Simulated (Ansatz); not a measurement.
Input file for `FB(F)c1ccccc1`:

```yaml
crystal:
  periodic: [false, false, false]
  atoms:
    - {symbol: F, position_ang: [-1.057009, -2.865656, -1.218933]}
    - {symbol: B, position_ang: [-0.601232, -2.314525, -0.105129]}
    - {symbol: F, position_ang: [-0.495579, -3.111771, 0.946191]}
    - {symbol: C, position_ang: [-0.213826, -0.822419, -0.035976]}
    - {symbol: C, position_ang: [-0.333409, -0.002430, -1.161208]}
    - {symbol: C, position_ang: [0.013744, 1.336427, -1.100784]}
    - {symbol: C, position_ang: [0.485963, 1.873565, 0.089019]}
    - {symbol: C, position_ang: [0.611232, 1.073885, 1.216831]}
    - {symbol: C, position_ang: [0.263404, -0.264645, 1.153128]}
    - {symbol: H, position_ang: [-0.702616, -0.423871, -2.089778]}
    - {symbol: H, position_ang: [-0.082556, 1.964092, -1.979135]}
    - {symbol: H, position_ang: [0.758090, 2.922090, 0.137644]}
    - {symbol: H, position_ang: [0.980287, 1.497057, 2.143902]}
    - {symbol: H, position_ang: [0.360607, -0.890999, 2.033130]}
basis:
  gaussian: {orbitals: def2-TZVPP}
correlation: {method: ccsd_t}
output: {orbitals: {seedname: orbitals}}
```

```sh
$ ansatz run in.yaml --threads 2 --pin off --events-out ev --progress --plain --max-ram 31744MiB --backend cuda --devices 0, --max-vram 18GiB
```

Log, shortened:

```
Functional definition: HF
2164 factors; integrals over basis functions are off by at most 1.1e-3 eV
mean field evaluation 1: about -12348.6778 eV, gradient 4.7e1 eV
mean field evaluation 2: about -12349.0817 eV, gradient 4.7e1 eV
mean field evaluation 4: about -12354.2651 eV, gradient 5.0e0 eV
mean field evaluation 8: about -12354.3409 eV, gradient 3.1e-1 eV
mean field -12354.34131446 eV, -454.0136692330 hartree, gradient 1.5e-6 eV, S^2 0.000000; 0 other end points of the search recorded, 0 dependent functions left out; unrestricted orbitals would lower it
9 core orbitals not correlated: weight in the atoms' cores, before any rotation towards them, 1.000 or more for the frozen orbitals, at most 0.000 for the correlated occupied ones
reference -12354.34131446 eV, -454.0136692330 hartree; 23, 23 occupied and 317, 317 virtual orbitals, 2164 factors
second order -41.33704449 eV of doubles, -0.00000000 eV of singles
cycle   1  -40.77425665 eV  change    5.6e-1 eV  update   1.4e-1
cycle   2  -41.75009247 eV  change   -9.8e-1 eV  update   4.3e-2
cycle   3  -41.95986773 eV  change   -2.1e-1 eV  update   2.0e-2
cycle   4  -41.94104658 eV  change    1.9e-2 eV  update   5.3e-3
cycle   5  -41.93926400 eV  change    1.8e-3 eV  update   2.7e-3
cycle   6  -41.94153958 eV  change   -2.3e-3 eV  update   7.6e-4
cycle   7  -41.94135513 eV  change    1.8e-4 eV  update   3.8e-4
cycle   8  -41.94113621 eV  change    2.2e-4 eV  update   1.4e-4
cycle   9  -41.94120089 eV  change   -6.5e-5 eV  update   5.6e-5
cycle  10  -41.94124256 eV  change   -4.2e-5 eV  update   1.8e-5
perturbative correction -1.90909404 eV, -0.0701579118 hartree
Total energy: -12398.19165106 eV, -455.6251393802 hartree
```

Run time 19 s (2 threads of an AMD EPYC 7R13 on a shared host and a share of an NVIDIA H100 80 GB); peak host memory 0.86 GiB.

MP2 recovers 94.3 % of the CCSD(T) correlation energy and the triples give 4.4 %; T1 = 0.0119.
